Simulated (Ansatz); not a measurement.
```yaml
crystal:
  periodic: [false, false, false]
  atoms:
    - {symbol: C, position_ang: [-1.879357, 0.509446, -1.044026]}
    - {symbol: S, position_ang: [-1.274497, 0.530472, 0.883227]}
    - {symbol: C, position_ang: [0.363442, -0.598130, 0.793857]}
    - {symbol: F, position_ang: [-0.037375, -2.075436, 0.468168]}
    - {symbol: N, position_ang: [1.620264, -0.119032, -0.107453]}
    - {symbol: Al, position_ang: [2.232421, -0.077364, 1.737058]}
    - {symbol: H, position_ang: [-2.095027, -0.633561, -1.413934]}
    - {symbol: H, position_ang: [-1.058125, 1.044379, -1.775269]}
    - {symbol: H, position_ang: [-2.918888, 1.148121, -1.096916]}
    - {symbol: H, position_ang: [1.522457, 0.006502, -1.226420]}
    - {symbol: H, position_ang: [3.598045, 0.200649, 2.804782]}
basis:
  gaussian: {orbitals: cc-pVDZ}
magnetization: {spin_polarized: true, initial_magnetization: 2}
hamiltonian: {xc: {name: wB97M-V}, dispersion: rvv10}
output: {forces: true}
```

```sh
$ ansatz run in.yaml --threads 4 --pin off --events-out ev --progress --plain --max-ram 10444MiB
```

(1) How does Ansatz answer? (An estimate is asked.)

Results:

(1) The calculation gave: The program refused the input.
```
Error: invalid value for `hamiltonian.dispersion`: this functional's text states its nonlocal part
```
